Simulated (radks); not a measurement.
Values are calculated unless marked as measured or tabulated.
Question: Level of theory: scalar-relativistic Kohn-Sham, LDA (Slater exchange, Perdew-Wang correlation), spin-unpolarised, spherical densities, finite nucleus; Fermi nuclear charge, rms radius of each element as measured or else 0.836 A^(1/3) + 0.57 fm (a radial shooting solver on a logarithmic mesh with Libxc functionals). Response by self-consistent Sternheimer equations with the Hartree and adiabatic LDA kernel, the relativistic mass of each level held fixed and spin-orbit coupling left out. For heavy and open-shell atoms this level of theory can miss by tens of per cent. Rank Ca, Ni8+, Cr4+, Co7+, Fe6+, Ti2+, Sc+, V3+, Mn5+ (NIST ground configurations) by static dipole polarisability, largest first.

Answer: Ca 146.5, Sc+ 52.26, Ti2+ 5.456, V3+ 2.342, Cr4+ 1.384, Mn5+ 0.9333, Fe6+ 0.6752, Co7+ 0.5103, Ni8+ 0.3977 bohr^3.
